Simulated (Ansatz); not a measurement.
Compare A (`B1COCO1`) with its isomer B (`OC1(O)BC1`).

Gas-phase electronic energies from Ansatz, PBE0-D4/def2-TZVP geometries. CCSD(T)/CBS adds triple-zeta CCSD(T) − MP2 to the extrapolated MP2 energy (def2 sets, frozen cores). DFT in def2-TZVPP. One conformer a species, not always the lowest.

A:

```xyz
10

B    -0.6248    0.0051    1.0214
C    -0.9729   -0.2401   -0.4912
O     0.3273   -0.4082   -1.0670
C     1.2632    0.1634   -0.2102
O     0.7089    0.1979    1.1013
H    -1.3088    0.0521    1.9953
H    -1.5632   -1.1351   -0.7028
H    -1.5013    0.6128   -0.9466
H     2.1696   -0.4463   -0.2059
H     1.5022    1.1985   -0.4943
```

B:

```xyz
10

O     0.909   -0.777    1.161
C    -0.042   -0.278    0.293
O    -1.349   -0.267    0.791
B     0.070   -0.385   -1.237
C     0.264    0.962   -0.526
H     0.998   -0.153    1.892
H    -1.622   -1.184    0.906
H    -0.062   -0.989   -2.247
H     1.295    1.301   -0.436
H    -0.462    1.769   -0.597
```

Task: Which is lower in electronic energy at CCSD(T)/CBS, and by how much? (An estimate is asked.)

Result: The calculation gave: A, by 257.8 kJ/mol.

Task: Give E(B) − E(A) in kJ/mol with BLYP-D4, PBE-D4, LDA (SPW92), PBE0-D4, HF/def2-TZVPP, CCSD(T)/def2-SVP, r2SCAN-D4. (An estimate is asked.)

Result: Computed: BLYP-D4 251.4, PBE-D4 241.5, LDA (SPW92) 245.4, PBE0-D4 249.5, HF/def2-TZVPP 277.3, CCSD(T)/def2-SVP 274.1, r2SCAN-D4 250.4. None reverses the order clearly.

Task: Does the order hold for the free energy at 298.15 K (harmonic terms from PBE0-D4)? (Estimate.)

Result: Computed: Yes: G(B) − G(A) = +243.4 kJ/mol, for one conformer each.

Largest T1 diagnostic: 0.014.

At CCSD(T), def2-SVP lies +16.3 kJ/mol from the extrapolated value and def2-TZVPP +5.3 kJ/mol. From r2SCAN to r2SCAN0 (25 % exact exchange), in def2-TZVPP and without D4, E(B) − E(A) moves by +4.1 kJ/mol.
